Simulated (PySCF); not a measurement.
lithium fluoride (FLi), singlet, geometry from GFN2-xTB (such geometries of metal compounds can be far from the true shape). Base run: HF/STO-3G run with PySCF.

Geometry (Å):
```xyz
2

Li     0.0000     0.0000    -1.1404
F      0.0000     0.0000     0.3801
```
Charge 0, spin multiplicity 1.
All else is at PySCF's defaults.
Base energy -105.36706 Eh.

Variants of this job, named by their change:

```json
[
 {"change": "base", "ΔE vs base (µEh)": "0.0", "SCF cycles": "9"},
 {"change": "conv_tol_grad = 1e-3", "ΔE vs base (µEh)": "0.0", "SCF cycles": "9"},
 {"change": "init_guess = 1e", "ΔE vs base (µEh)": "0.0", "SCF cycles": "9"},
 {"change": "conv_tol_grad = 1e-7", "ΔE vs base (µEh)": "0.0", "SCF cycles": "9"},
 {"change": "diis = off (with mf.max_cycle = 100)", "ΔE vs base (µEh)": "0.0", "SCF cycles": "21"},
 {"change": "init_guess = atom", "ΔE vs base (µEh)": "0.0", "SCF cycles": "9"},
 {"change": "diis_space = 20", "ΔE vs base (µEh)": "0.0", "SCF cycles": "9"},
 {"change": "conv_tol = 1e-12", "ΔE vs base (µEh)": "0.0", "SCF cycles": "10"},
 {"change": "DIIS = EDIIS", "ΔE vs base (µEh)": "0.0", "SCF cycles": "32"},
 {"change": "DIIS = ADIIS", "ΔE vs base (µEh)": "0.0", "SCF cycles": "14"},
 {"change": "diis = off; damp = 0.6 (with mf.diis_start_cycle = 200; with mf.max_cycle = 150)", "ΔE vs base (µEh)": "0.0", "SCF cycles": "32"},
 {"change": "conv_tol = 1e-4", "ΔE vs base (µEh)": "2.1", "SCF cycles": "4"},
 {"change": "level_shift = 0.3 (with mf.max_cycle = 100)", "ΔE vs base (µEh)": "0.0", "SCF cycles": "12"}
]
```
